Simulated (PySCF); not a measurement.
A calculated (UHF, PySCF 2.14, Sapporo-DKH3-DZP-2012, the spin-free X2C one-electron Hamiltonian (Gaussian nucleus)) atom or ion has these occupied shells.

```csv
shell,electrons,orbital energy (eV),"rms radius, mean of both spins (bohr)"
1s β,1,-5520.2,0.0768
1s α,1,-5520.2,0.0768
2s α,1,-658.06,0.333
2s β,1,-656.46,0.333
2p α,3,-546.71,0.303
2p β,3,-545.13,0.303
3s α,1,-90.613,1.02
3s β,1,-84.909,1.02
3p α,3,-58.616,1.11
3p β,3,-51.635,1.11
3d α,3,-13.737,1.51
4s α,1,-6.785,3.88
4s β,1,-5.915,3.88
```

Question: Name the element and its charge.

Answer: V (vanadium, neutral), in [Ar] 3d3 4s2, high-spin 4F determinant.
